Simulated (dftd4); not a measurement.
Cl2Se, triplet, geometry from GFN2-xTB (a higher spin typed on purpose: for a closed-shell molecule this is an excited state); dftd4 with D4 for b3lyp.

The dftd4 input:
```
$ dftd4 mol.xyz --func b3lyp --charge 0 --json dftd4.json --noedisp --grad

# file mol.xyz
3

Se     0.09038564     0.10880543     0.81783642
Cl     0.97674330     1.18139250    -0.74251873
Cl    -1.15751457    -1.39900335    -0.89315413
```

**Question.** What does dftd4 print? Leave out banner, timings and long lists.

**Answer.** 
```
                    ____  _____ _____     ____  _  _
      -------------|  _ \|  ___|_   _|---|  _ \| || |------------
     |             | | | | |_    | | ___ | | | | || |_           |
     |             | |_| |  _|   | ||___|| |_| |__   _|          |
     |             |____/|_|     |_|     |____/   |_|            |
     |             ===================================           |
     |            E. Caldeweyher, S. Ehlert & S. Grimme          |
     |          Mulliken Center for Theoretical Chemistry        |
     |                    University of Bonn                     |
      -----------------------------------------------------------

Rational (Becke-Johnson) damping: b3lyp-D4-ATM
---------------------
  s6         1.0000
  s8         2.0293
  s9         1.0000
  a1         0.4087
  a2         4.5381
 alp        16.0000
--------------------

Dispersion energy:      -5.9060482435612E-03 Eh

Gradient norm:           7.9441080783729E-04 Eh/a0
--------------------------------------------------
     #    Z           dE/dx      dE/dy      dE/dz
--------------------------------------------------
     1   34 Se    7.117E-05  8.596E-05  1.582E-04
     2   17 Cl    3.036E-04  3.671E-04 -1.404E-05
     3   17 Cl   -3.748E-04 -4.530E-04 -1.442E-04
--------------------------------------------------

Virial:
--------------------------------------------------
      component           x          y          z
--------------------------------------------------
          x       1.392E-03  1.683E-03  3.165E-04
          y       1.683E-03  2.035E-03  3.824E-04
          z       3.165E-04  3.824E-04  5.077E-04
--------------------------------------------------

[Info] Dispersion results written to 'dftd4.txt'
[Info] JSON dump of results written to 'dftd4.json'
```
